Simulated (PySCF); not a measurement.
Compound: C₅H₈F₂O₃.
Atom-mapped SMILES: `[F:1][CH:2]([F:3])[O:4][C@@H:5]1[CH2:6][O:7][CH2:8][CH2:9][O:10]1` (hydrogens: H11 on C2; H12 on C5; H13, H14 on C6; H15, H16 on C8; H17, H18 on C9)

Level of theory: PBE0-D3(BJ)/def2-SVP geometry optimisation, gas phase (PySCF).

Q: List the bond lengths, angles and torsions at this level.

A: 
```csv
bond,length (pm)
F1–C2,132.9
C2–F3,135.1
C2–O4,136.3
O4–C5,138.8
C5–C6,151.6
C6–O7,140.2
O7–C8,140.6
C8–C9,151.6
C9–O10,141.0
C5–O10,140.2
C2–H11,110.3
C5–H12,111.1
C6–H13,110.8
C6–H14,109.9
C8–H15,110.9
C8–H16,110.0
C9–H17,110.0
C9–H18,110.8
```

A selection of angles:
```csv
angle,degrees
F1–C2–F3,108.1
F1–C2–O4,107.0
F3–C2–O4,110.2
C2–O4–C5,115.3
O4–C5–C6,108.4
O4–C5–O10,108.4
C6–C5–O10,110.3
C5–C6–O7,109.9
C6–O7–C8,111.8
O7–C8–C9,110.4
C8–C9–O10,109.9
C5–O10–C9,111.5
```

Torsions: F1–C2–O4–C5 -172° (antiperiplanar); C2–O4–C5–C6 -174° (antiperiplanar); O4–C5–C6–O7 -175° (antiperiplanar); C5–C6–O7–C8 57° (synclinal); C6–O7–C8–C9 -57° (synclinal); O7–C8–C9–O10 56° (synclinal); C8–C9–O10–C5 -57° (synclinal); O4–C5–O10–C9 176° (antiperiplanar).

O10 (cyclic ether oxygen) is bent (angle 111.5°). O4 (ether oxygen) is bent (angle 115.3°). Of the pairs four or more bonds apart, O10···H11 is among the closest relative to their van der Waals radii: 2.47 Å, 91 % of the sum of Bondi's values. The 6-membered ring C5–C6–O7–C8–C9–O10 has internal angles of 109.9° to 111.8°; it is puckered, 0.23 Å rms from its mean plane, widest ring torsion 58°. The C–O distances run from 1.363 Å (C2–O4, drawn single) to 1.410 Å (C9–O10, drawn single), a spread of 0.047 Å. The 2 C–F bonds span 1.329 Å (F1–C2, drawn single) to 1.351 Å (C2–F3, drawn single), a spread of 0.022 Å.

Point group: C1 (no symmetry element, even within 0.4 Å). PBE0-D3(BJ)/def2-SVP frequencies: not computed here. The numbers are those of one conformer.

The run took 2.4 min of wall time on Arm Neoverse V1, one thread, shared host. That covers the optimisation of the geometry.
